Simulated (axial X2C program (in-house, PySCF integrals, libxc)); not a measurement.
## Excited states of SrS by EOM-EE-CCSD

Computed with an axial X2C code built on PySCF integrals: two-component X2C with atomic mean-field Coulomb and Gaunt terms, Gaussian nuclei, basis Sr dyall-acv3z, S dyall-av3z with contracted cores.

R = 2.422 Å (near the PBE0 minimum at charge 0 of the determinant lowest at the starting distance; the state shown can have its own minimum elsewhere).

Hartree–Fock spinors of SrS (one of each Kramers pair; a window near the gap, which can cut inner shells):

```tsv
ω	occupied	ε (eV)	character
1/2	yes	-28.92	94% Sr p
3/2	yes	-28.79	98% Sr p
1/2	yes	-19.89	72% S s, 10% Sr p, 10% Sr d
1/2	yes	-6.97	74% S p, 10% Sr d, 9% Sr s
1/2	yes	-6.73	76% S p, 14% Sr d, 5% Sr f
3/2	yes	-6.68	76% S p, 15% Sr d, 5% Sr f
1/2	no	-0.87	60% Sr s, 32% Sr p, 5% S p
1/2	no	0.09	88% Sr p, 10% Sr d
3/2	no	0.09	89% Sr p, 10% Sr d
1/2	no	0.12	58% Sr p, 38% Sr s
1/2	no	0.52	84% Sr p, 14% Sr d
3/2	no	0.52	84% Sr p, 14% Sr d
```

Vertical excitation energies from the closed-shell determinant state of SrS:

```json
{"Ω": "2", "excitation (eV)": "1.415", "cm⁻¹": "11412", "hole of the leading pair": "76% S pπ, 15% Sr dπ", "particle of the leading pair": "65% Sr sσ, 19% Sr pσ, 9% S pσ", "weight of the pair (for Ω = 0 its time-reversed partner can hold as much again)": "0.92", "singles weight": "0.92"}
{"Ω": "1", "excitation (eV)": "1.418", "cm⁻¹": "11438", "hole of the leading pair": "59% S pσ, 15% S pπ, 9% Sr dσ", "particle of the leading pair": "63% Sr sσ, 22% Sr pσ, 9% S pσ", "weight of the pair (for Ω = 0 its time-reversed partner can hold as much again)": "0.74", "singles weight": "0.93"}
{"Ω": "0⁻", "excitation (eV)": "1.419", "cm⁻¹": "11443", "hole of the leading pair": "61% S pσ, 14% S pπ, 9% Sr dσ", "particle of the leading pair": "63% Sr sσ, 22% Sr pσ, 9% S pσ", "weight of the pair (for Ω = 0 its time-reversed partner can hold as much again)": "0.46", "singles weight": "0.93"}
{"Ω": "1", "excitation (eV)": "1.440", "cm⁻¹": "11610", "hole of the leading pair": "76% S pπ, 15% Sr dπ", "particle of the leading pair": "65% Sr sσ, 19% Sr pσ, 9% S pσ", "weight of the pair (for Ω = 0 its time-reversed partner can hold as much again)": "0.52", "singles weight": "0.93"}
{"Ω": "0⁺", "excitation (eV)": "1.461", "cm⁻¹": "11782", "hole of the leading pair": "76% S pπ, 14% Sr dπ", "particle of the leading pair": "65% Sr sσ, 18% Sr pσ, 9% S pσ", "weight of the pair (for Ω = 0 its time-reversed partner can hold as much again)": "0.46", "singles weight": "0.92"}
{"Ω": "0⁻", "excitation (eV)": "1.471", "cm⁻¹": "11867", "hole of the leading pair": "62% S pπ, 14% S pσ, 12% Sr dπ", "particle of the leading pair": "65% Sr sσ, 19% Sr pσ, 9% S pσ", "weight of the pair (for Ω = 0 its time-reversed partner can hold as much again)": "0.46", "singles weight": "0.92"}
{"Ω": "1", "excitation (eV)": "1.529", "cm⁻¹": "12329", "hole of the leading pair": "73% S pπ, 14% Sr dπ", "particle of the leading pair": "64% Sr sσ, 20% Sr pσ, 9% S pσ", "weight of the pair (for Ω = 0 its time-reversed partner can hold as much again)": "0.71", "singles weight": "0.91"}
{"Ω": "0⁺", "excitation (eV)": "1.992", "cm⁻¹": "16063", "hole of the leading pair": "74% S pσ, 11% Sr dσ, 9% Sr sσ", "particle of the leading pair": "66% Sr sσ, 17% Sr pσ, 7% S pσ", "weight of the pair (for Ω = 0 its time-reversed partner can hold as much again)": "0.44", "singles weight": "0.89"}
{"Ω": "2", "excitation (eV)": "3.220", "cm⁻¹": "25970", "hole of the leading pair": "76% S pπ, 15% Sr dπ", "particle of the leading pair": "65% Sr pπ, 30% Sr dπ", "weight of the pair (for Ω = 0 its time-reversed partner can hold as much again)": "0.91", "singles weight": "0.91"}
{"Ω": "3", "excitation (eV)": "3.249", "cm⁻¹": "26205", "hole of the leading pair": "76% S pπ, 15% Sr dπ", "particle of the leading pair": "65% Sr pπ, 31% Sr dπ", "weight of the pair (for Ω = 0 its time-reversed partner can hold as much again)": "0.91", "singles weight": "0.91"}
{"Ω": "2", "excitation (eV)": "3.274", "cm⁻¹": "26403", "hole of the leading pair": "39% S pσ, 36% S pπ, 7% Sr dπ", "particle of the leading pair": "62% Sr pπ, 33% Sr dπ", "weight of the pair (for Ω = 0 its time-reversed partner can hold as much again)": "0.90", "singles weight": "0.91"}
```

This point took 67 s on 1 thread of Arm Neoverse V2 (shared host).

Reference electrons by ω block (each with its −ω partner): 1/2: 19, 3/2: 7, 5/2: 1. 16 electrons of SrS correlated (inner shells frozen), 88 natural virtual spinors (a truncated set); levels can be off by some tenths of an eV. Roots sought by Ω: (0: 5, 1: 4, 2: 3, 3: 1); rows need 60 % singles weight and stop where some Ω has no more roots. Missing are any skipped roots, higher Ω and states of a further excitation; these come out far too high here and may in truth be low or lowest. T1 of the reference 0.032 (Lee–Taylor). Some roots did not converge and are left out. Number of frozen shells: Sr 3 s, 2 p, 1 d; S 2 s, 1 p. Large amplitudes in the reference (orbital relaxation or multireference character) lower the reliability.
